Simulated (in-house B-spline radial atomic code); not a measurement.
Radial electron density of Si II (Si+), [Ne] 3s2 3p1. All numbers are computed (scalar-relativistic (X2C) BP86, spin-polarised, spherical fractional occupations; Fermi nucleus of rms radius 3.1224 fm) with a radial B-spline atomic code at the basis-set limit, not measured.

Columns: r (bohr), 4πr²n(r) (electrons per bohr), bar.

```
 0.00433   0.4043 #
 0.00521    0.566 ##
 0.00627   0.7889 ##
 0.00755    1.095 ###
 0.00908    1.505 ####
  0.0109    2.047 ######
  0.0131    2.761 ########
  0.0158    3.702 ##########
   0.019    4.868 ##############
  0.0229    6.309 ##################
  0.0276    8.002 ######################
  0.0331    9.836 ###########################
  0.0399    11.79 #################################
   0.048     13.6 ######################################
  0.0577    15.02 ##########################################
  0.0695    15.79 ############################################
  0.0836    15.67 ############################################
   0.101     14.6 #########################################
   0.121    12.93 ####################################
   0.146    11.08 ###############################
   0.175    9.876 ############################
   0.211    9.785 ###########################
   0.254    10.93 ##############################
   0.305    12.69 ###################################
   0.367     14.1 #######################################
   0.442    14.14 #######################################
   0.531    12.45 ###################################
   0.639    9.421 ##########################
   0.769    6.091 #################
   0.925    3.485 ##########
    1.11     2.08 ######
    1.34    1.649 #####
    1.61    1.665 #####
    1.94    1.606 ####
    2.33    1.292 ####
    2.81   0.8217 ##
    3.38    0.409 #
    4.06   0.1557 
    4.89  0.04307 
    5.88 0.008759 
    7.08 0.001238 
    8.52 0.000114
```

On this grid the curve has 3 maxima, near 0.0695, 0.442, 1.61 bohr.

The 3s down radial function P(r) = rR(r), positive near the nucleus:

```json
{"r (bohr)": "0.00143", "P": "0.01222"}
{"r (bohr)": "0.00207", "P": "0.01735"}
{"r (bohr)": "0.00299", "P": "0.02449"}
{"r (bohr)": "0.00433", "P": "0.03447"}
{"r (bohr)": "0.00627", "P": "0.04812"}
{"r (bohr)": "0.00908", "P": "0.0664"}
{"r (bohr)": "0.0131", "P": "0.08973"}
{"r (bohr)": "0.019", "P": "0.1186"}
{"r (bohr)": "0.0276", "P": "0.1504"}
{"r (bohr)": "0.0399", "P": "0.1781"}
{"r (bohr)": "0.0577", "P": "0.1893"}
{"r (bohr)": "0.0836", "P": "0.1634"}
{"r (bohr)": "0.121", "P": "0.07789"}
{"r (bohr)": "0.175", "P": "-0.07365"}
{"r (bohr)": "0.254", "P": "-0.2547"}
{"r (bohr)": "0.367", "P": "-0.3584"}
{"r (bohr)": "0.531", "P": "-0.2603"}
{"r (bohr)": "0.769", "P": "0.07801"}
{"r (bohr)": "1.11", "P": "0.5035"}
{"r (bohr)": "1.61", "P": "0.755"}
{"r (bohr)": "2.33", "P": "0.6504"}
{"r (bohr)": "3.38", "P": "0.3277"}
{"r (bohr)": "4.89", "P": "0.08673"}
{"r (bohr)": "7.08", "P": "0.009935"}
```
